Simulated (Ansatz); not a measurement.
H3OSi (SMILES [O][SiH3]), doublet, at a GFN2-xTB geometry. Base run: R2SCAN/6-31G* in Ansatz (a quantum-chemistry and plane-wave program).

Input for Ansatz:
Ansatz 0.2 input:
```yaml
crystal:
  periodic: [false, false, false]
  atoms:
    - {symbol: O, position_ang: [1.10385028, -0.07317263, -0.13629678]}
    - {symbol: Si, position_ang: [-0.40797618, 0.05780856, 0.04472453]}
    - {symbol: H, position_ang: [-1.06470779, 1.35524447, -0.10446649]}
    - {symbol: H, position_ang: [-0.88650509, -0.59908882, 1.32165800]}
    - {symbol: H, position_ang: [-1.16792280, -0.98009444, -0.75296067]}
basis:
  gaussian:
    orbitals: 6-31G*
hamiltonian:
  xc: r2scan
magnetization: {spin_polarized: true, initial_magnetization: 1}
```

Each row names what was changed in the base input (with any setting that the change needs).

```csv
change,basis functions,E (Eh)
base,40,-366.35373
basis = STO-3G,17,-361.95686
basis = pcseg-1,47,-366.34416
basis = pc-1,47,-366.35665
basis = 6-31+G*,48,-366.35846
basis = def2-SVPD,71,-366.22854
basis = aug-cc-pVDZ,77,-366.37681
basis = aug-pcseg-1,77,-366.35017
basis = pcseg-2,106,-366.43036
basis = pc-2,106,-366.43294
basis = def2-TZVPD,110,-366.42689
basis = cc-pV(T+d)Z,111,-366.42828
basis = cc-pVQZ,204,-366.43624
```

Totals compare only among sets that treat the same electrons; sets with core potentials leave the core out.
